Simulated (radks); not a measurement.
Xe V, 50 electrons, occupied as [Kr] 4d10 5s2 5p2. Calculated with a radial shooting solver on a logarithmic mesh with Libxc functionals: scalar-relativistic Kohn-Sham, r2SCAN, spin-polarised, spherical densities, finite nucleus; open shells are filled with parallel spins first (spin-orbit coupling, left out, can overturn this in heavy ions); meta-GGA in the generalised Kohn-Sham scheme; Fermi nuclear charge, rms radius 4.7859 fm.

Local quantities along the radius. ELF = 1/(1 + alpha^2) is the electron localisation function; alpha = (tau - tau_W)/tau_unif compares the Pauli kinetic energy density with that of the uniform gas (summed over spins). tau is taken from the large components.

```
   r/bohr * ELF (the largest magnitude, 0.999, reaches the edge; | marks zero)
 0.001406 |                                                      *
 0.001624 |                                                      *
  0.00186 |                                                      *
 0.002148 |                                                      *
 0.002461 |                                                      *
 0.002842 |                                                      *
 0.003256 |                                                      *
 0.003731 |                                                      *
 0.004309 |                                                      *
 0.004936 |                                                      *
 0.005701 |                                                      *
 0.006531 |                                                      *
 0.007543 |                                                      *
 0.008642 |                                                      *
 0.009981 |                                                      *
  0.01143 |                                                     *
   0.0131 |                                                     *
  0.01513 |                                                    *
  0.01733 |                                                   *
  0.02002 |                                                *
  0.02293 |                                          *
  0.02649 |                                 *
  0.03035 |                         *
  0.03505 |                  *
  0.04015 |                 *
    0.046 |                   *
  0.05312 |                         *
  0.06086 |                                *
  0.07029 |                                      *
  0.08053 |                                        *
    0.093 |                                       *
   0.1066 |                                  *
   0.1231 |                         *
    0.141 |                  *
   0.1615 |                 *
   0.1865 |                        *
   0.2137 |                                 *
   0.2468 |                                        *
   0.2828 |                                         *
   0.3266 |                                    *
   0.3741 |                       *
   0.4321 |           *
    0.495 |           *
   0.5672 |                         *
    0.655 |                                      *
   0.7504 |                                         *
   0.8667 |                                       *
   0.9929 |                                *
    1.147 |                     *
    1.314 |               *
    1.517 |                 *
    1.738 |                           *
    1.991 |                                    *
      2.3 |                                        *
    2.635 |                                    *
    3.043 |                        *
    3.486 |         *
    4.026 | *
    4.613 *
    5.327 *
```

On this mesh the ELF has minima near r = 0.040, 0.16, 0.43, 1.3 bohr, which separate the shells, and maxima near 0.0011 (1.00), 0.081 (0.75), 0.28 (0.76), 0.75 (0.77), 2.3 (0.74).

Self-consistent cycle (total energy in hartree, residual of the potential): 1: -7433.349634, 1e+01; 2: -7441.006026, 6e+00; 3: -7443.968206, 6e-01; 4: -7444.050075, 3e-01; 5: -7444.063622, 1e-02; 6: -7444.064291, 2e-03; 7: -7444.064392, 1e-03; 8: -7444.064397, 4e-05; 9: -7444.064396, 9e-06; 10: -7444.064397, 7e-06; 11: -7444.064397, 4e-06.
